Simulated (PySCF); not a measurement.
**Computed structure and properties of HgH2**

System: HgH2 (singlet); start: template (D∞h). Method: PySCF 2.14.0, RKS PBE0, Hg def2-SVP with ECP60, H def2-SVP; non-relativistic Hamiltonian with scalar-relativistic core potentials where named; density fitting; no spin-orbit coupling.

Input of the relaxation:

```python
mol = gto.M(atom='''
Hg     0.00000     0.00000     0.00000
H      0.00000     0.00000     1.80000
H      0.00000     0.00000    -1.80000''',
    basis={'Hg': 'def2-SVP', 'H': 'def2-SVP'},
    ecp={'Hg': 'def2-SVP'},
    charge=0, spin=0)
mf = dft.RKS(mol, xc='PBE0')
mf.grids.atom_grid = (50, 194)
mf = mf.density_fit()  # fitting sets: Hg def2-universal-JKFIT, H def2-universal-JKFIT
mf.conv_tol = 1e-08; mf.max_cycle = 55
mf.kernel(dm0)  # dm0: converged density of the start geometry
# quasi-Newton relaxation in Cartesian coordinates to a largest gradient under 0.00045 Eh/bohr, steps kept in the point group
```

Run from Python with OMP_NUM_THREADS=2; the lines above give its settings. Where DIIS fails, smearing, a level shift and second-order steps follow.
It took 1.9 s on 2 threads of Arm Neoverse V1, with other jobs on the host, from the converged density of the start.

Course of the relaxation:

```csv
step,energy above end (eV),largest force component within the symmetry (eV/Å)
0,0.2567,1.594
1,0.0356,0.686
2,0.0056,0.303
3,0.0001,0.034
4,0.0000,0.002
```

Relaxed geometry (D∞h):

```xyz
3

Hg    0.0000    0.0000    0.0000
H     0.0000    0.0000    1.6562
H     0.0000    0.0000   -1.6562
```

| contact | Å |
| --- | --- |
| Hg1–H2 (H) | 1.656 |
| Hg1–H3 (H) | 1.656 |

On the finer grid (75, 302):

The HOMO is -8.00 eV and the LUMO is -0.52 eV. The dipole about the centre of mass is 0.00 D and the set of Mulliken populations of Hg1 outside the core potential is s 3.42, p 6.47, d 9.83, f 0.01. The D3(BJ) dispersion energy (not in the energies) is -0.020 eV.

| atom | Mulliken (e) | Löwdin (e) | spin (e) |
| --- | --- | --- | --- |
| Hg1 | 0.27 | 0.33 | 0.00 |
| H2 | -0.14 | -0.16 | 0.00 |
| H3 | -0.14 | -0.16 | 0.00 |

On the grid (50, 194), as all that follows. Harmonic modes: a minimum; lowest 806 cm⁻¹ (negative: unstable), highest 2043 cm⁻¹, zero-point energy 0.346 eV.

Taking off one H (charge -1, singlet; the rest: singlet) in vacuum, both parts rigid, costs 11.64 eV; the small basis without counterpoise inflates it. Most of it is the attraction of opposite charges; other ways to part are cheaper, and one spin state was tried for the rest.

Rigid scan of H along the line from its metal:

(distance to H2 (Å), energy (eV)): (1.36, 1.064), (1.46, 0.398), (1.56, 0.085), (1.66, 0.000), (1.76, 0.063), (1.86, 0.220), (2.06, 0.682), (2.36, 1.484), (2.76, 2.469), (3.26, 3.425)

One start shape was tried, so this needn't be the lowest isomer.
